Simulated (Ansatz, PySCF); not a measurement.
C4H10OSi, SMILES OC[C@H]1CC[SiH2]1. Atoms are numbered in the order given.

```xyz
16

O      2.4726     1.0512    -0.4335
C      1.7294    -0.1118    -0.1681
C      0.3366     0.1734     0.3443
C     -0.6609     0.8603    -0.6327
C     -2.0118     0.2940    -0.1238
Si    -1.0091    -1.1511     0.5820
H      1.9976     1.5565    -1.1014
H      2.3007    -0.6750     0.5871
H      1.6651    -0.7636    -1.0651
H      0.4039     0.7742     1.2692
H     -0.4722     0.4981    -1.6599
H     -0.6018     1.9621    -0.6609
H     -2.7951     0.1411    -0.8787
H     -2.4233     0.9174     0.6859
H     -1.3060    -1.6997     1.9420
H     -0.8677    -2.2918    -0.3775
```

The structure is a stationary point at PBE0-D3(BJ)/def2-SVP. The structure was generated by enumeration; whether it is a known compound was not checked. The values are those of a single conformer.

Two levels are set side by side: PBE-D3(BJ)/def2-SVP (Ansatz, a first-principles code) and PBE0-D3(BJ)/def2-SVP (Ansatz). Each level has its own optimised geometry; the coordinates shown are those of the second. Frequencies come from the Hessian of PySCF at each geometry. Differences are taken from unrounded values.

| quantity | PBE0-D3(BJ) |
|---|---|
| mean bond length (Å) | 1.344 |
| bond O1–C2 (Å) | 1.406 |
| bond C2–C3 (Å) | 1.511 |
| bond C3–C4 (Å) | 1.556 |
| bond C3–Si6 (Å) | 1.903 |
| bond C4–C5 (Å) | 1.551 |
| bond C5–Si6 (Å) | 1.895 |
| bond O1–H7 (Å) | 0.963 |
| bond C2–H8 (Å) | 1.102 |
| bond C2–H9 (Å) | 1.111 |
| bond C3–H10 (Å) | 1.105 |
| bond C4–H11 (Å) | 1.105 |
| bond C4–H12 (Å) | 1.104 |
| bond C5–H13 (Å) | 1.098 |
| bond C5–H14 (Å) | 1.102 |
| bond Si6–H15 (Å) | 1.496 |
| bond Si6–H16 (Å) | 1.497 |
| highest harmonic wavenumber (cm⁻¹) | 3881 |
| mean harmonic wavenumber (cm⁻¹) | 1389 |
| zero-point energy (kcal/mol) | 83.42 |

### Question
What does PBE-D3(BJ) give, and how far is it from PBE0-D3(BJ)? (The exact figures need the calculation; the answer reports its results.)

### Answer

| quantity | PBE-D3(BJ) | PBE-D3(BJ) minus PBE0-D3(BJ) |
|---|---|---|
| mean bond length (Å) | 1.354 | 0.010 |
| bond O1–C2 (Å) | 1.421 | 0.015 |
| bond C2–C3 (Å) | 1.520 | 0.009 |
| bond C3–C4 (Å) | 1.566 | 0.010 |
| bond C3–Si6 (Å) | 1.918 | 0.015 |
| bond C4–C5 (Å) | 1.560 | 0.009 |
| bond C5–Si6 (Å) | 1.909 | 0.014 |
| bond O1–H7 (Å) | 0.975 | 0.012 |
| bond C2–H8 (Å) | 1.111 | 0.009 |
| bond C2–H9 (Å) | 1.121 | 0.010 |
| bond C3–H10 (Å) | 1.113 | 0.008 |
| bond C4–H11 (Å) | 1.114 | 0.008 |
| bond C4–H12 (Å) | 1.112 | 0.008 |
| bond C5–H13 (Å) | 1.106 | 0.008 |
| bond C5–H14 (Å) | 1.110 | 0.008 |
| bond Si6–H15 (Å) | 1.507 | 0.011 |
| bond Si6–H16 (Å) | 1.508 | 0.010 |
| highest harmonic wavenumber (cm⁻¹) | 3699 | -181 |
| mean harmonic wavenumber (cm⁻¹) | 1341 | -48 |
| zero-point energy (kcal/mol) | 80.52 | -2.90 |

Exact exchange shortens and stiffens bonds; PBE has none. Differences between two approximate levels are no errors against the true value.
